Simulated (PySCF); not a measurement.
B-trichloroborazine (B₃Cl₃H₃N₃), SMILES N1B(Cl)NB(NB1Cl)Cl. Geometry: PBE-D3(BJ)/def2-SVP.

Computed equilibrium geometry at PBE-D3(BJ)/def2-SVP (PySCF confirms it by a frequency run) as Cartesian coordinates in Å, and its point group:
point group D3h.
```xyz
12

Cl     3.2256     0.0000     0.0000
B      1.4428     0.0000     0.0000
N      0.7104    -1.2305     0.0000
B     -0.7214    -1.2495     0.0000
Cl    -1.6128    -2.7935     0.0000
N     -1.4209     0.0000     0.0000
B     -0.7214     1.2495     0.0000
Cl    -1.6128     2.7935     0.0000
N      0.7104     1.2305     0.0000
H      1.2209    -2.1146     0.0000
H     -2.4417     0.0000     0.0000
H      1.2209     2.1146     0.0000
```
Charge 0, spin multiplicity 1.
